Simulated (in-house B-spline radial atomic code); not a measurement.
A fraction x of an electron is moved 4d → 4f in the ruthenium ion Ru⁵⁺, starting from [Kr] 4d3 and keeping the highest spin. Computed with a B-spline radial code for spherical atoms: scalar-relativistic (X2C) BLYP, spin-polarised, spherical fractional occupations, Fermi nucleus of rms radius 4.4809 fm.

```csv
x,E(x) - E(0) (eV),4d up level (eV),4f up level (eV)
0,0.0000,-68.536,-
0.125,4.8079,-69.011,-30.459
0.25,9.6381,-69.478,-30.747
0.375,14.4905,-69.937,-31.029
0.5,?,?,?
0.625,24.2607,-70.827,-31.574
0.75,?,?,?
0.875,34.1157,-71.681,-32.095
1,39.0741,-72.095,-32.347
```

**Question.** What belongs in the row x = 0.5?

**Answer.** An energy change of 19.3648 eV; 4d up at -70.386 eV, 4f up at -31.305 eV.

**Question.** What belongs in the row x = 0.75?

**Answer.** An energy change of 29.1778 eV; 4d up at -71.258 eV, 4f up at -31.838 eV.

**Question.** Check Janak's theorem between x = 0.125 and 0.25.

**Answer.** The slope of the energy is 38.64 eV; the orbital levels give 38.64 eV (ε of the receiving orbital less ε of the emptying one, averaged over the two points).
